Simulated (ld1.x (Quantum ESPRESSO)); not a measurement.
# Before and after: TM potential for Li

Li, norm-conserving Troullier–Martins (Kleinman–Bylander form), made with ld1.x (Quantum ESPRESSO) 7.5 (LDA (PZ), scalar-relativistic). Core [He], reference 2s1 2p0. Waves: 2s (bound): rc 2.45 bohr; 2p (bound, empty): rc 4.20 bohr; 3d channel at 0.25 Ry: rc 3.70 bohr. Local part: the d channel. Core correction: none.

Change: all radii scaled by about 0.77 (s 1.88, p 3.22, d 2.84 bohr).

Cutoffs: the cutoffs (Ry, on a coarse ladder) from which the occupation-weighted sum of valence levels, in a spherical-Bessel basis at the reference potential, stays within 10 and 1 mRy of its value at 400 Ry; they do not see the model core or the augmentation charge, which bear on the density cutoff. Errors are all-electron minus pseudo energies relative to the spin-unpolarised reference configuration.

Task: How do hardness, ghosts and transferability respond?

Result: The potential gets harder (6 Ry and 6 Ry → 6 Ry and 15 Ry); of the 4 tests that both files solve, the error grows in 1 and shrinks in 0 by more than 15 % and 0.3 meV (median size 11.3 → 11.3 meV); neither file shows a bound ghost. A smaller radius makes the pseudo-wave follow the all-electron one further in, where it bends more sharply, so more plane waves are needed.

| quantity | base | changed |
| --- | --- | --- |
| cutoff, loose | 6 Ry | 6 Ry |
| cutoff, tight | 6 Ry | 15 Ry |
| bound ghosts | none | none |
| error for 2s0.5 2p0, meV [ΔE 2.04 eV] | +6.0 | +5.9 |
| error for 2s0 2p1, meV [ΔE 1.75 eV] | -0.6 | +2.9 |
| error for 2s1 2p0 (spin-polarised), meV [ΔE -0.23 eV] | +20 | +20 |
| error for 2s0.5 2p0 (spin-polarised), meV [ΔE 1.95 eV] | +17 | +17 |
